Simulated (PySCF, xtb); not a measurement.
H4O4Sn, SMILES [OH][Sn]([OH])([OH])[OH].

GFN2-xTB (xtb) at its own geometry gives an orbital gap of 5.82 eV and a dipole moment of 0.00 D.

Coordinates come from a PBE0-D3(BJ)/def2-SVP optimisation. The structure was generated by enumeration; whether it is a known compound was not checked. The def2 effective core potentials stand for the cores of Sn; spin–orbit coupling is left out. One conformer was computed; it need not be the lowest.

Question: What does M06-2X/def2-TZVP (PySCF) give? (The exact figures need the calculation; the answer reports its results.)

Answer: gap 10.04 eV (levels -10.93 and -0.89 eV), dipole 0.00 D.
